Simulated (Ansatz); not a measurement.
`OCC1C[SiH2]1` from Hartree–Fock to CCSD(T)

```tsv
atom	x (Å)	y (Å)	z (Å)
O1	-1.585	0.106	1.759
C2	-0.611	-0.663	1.078
C3	0.405	0.181	0.367
C4	-0.045	0.882	-0.938
Si5	1.284	-0.383	-1.162
H6	-1.932	0.751	1.137
H7	-0.130	-1.277	1.842
H8	-1.094	-1.349	0.365
H9	0.974	0.824	1.036
H10	0.176	1.939	-1.035
H11	-1.041	0.624	-1.293
H12	2.677	0.049	-1.397
H13	0.921	-1.685	-1.760
```

Charge 0, multiplicity 1. The structure was optimised at the PBE0-D4/def2-TZVP level. It is one conformer, not always the lowest. Frozen core, restricted reference, the Gaussian-basis code of Ansatz. CBS rows extrapolate triple and quadruple zeta; past MP2 they add the triple-zeta difference.

```
     basis     HF (Eh)  MP2 corr.  CCSD corr.       (T)  CCSD(T) total
  def2-SVP  -481.76053   -0.70701    -0.76293  -0.02299     -482.54645
def2-TZVPP  -482.08671   -0.87906    -0.92378  -0.03777     -483.04826
def2-QZVPP  -482.10480   -0.93972           –         –              –
 CBS(def2)  -482.10729   -0.98466    -1.02937     as TZ     -483.17443
```
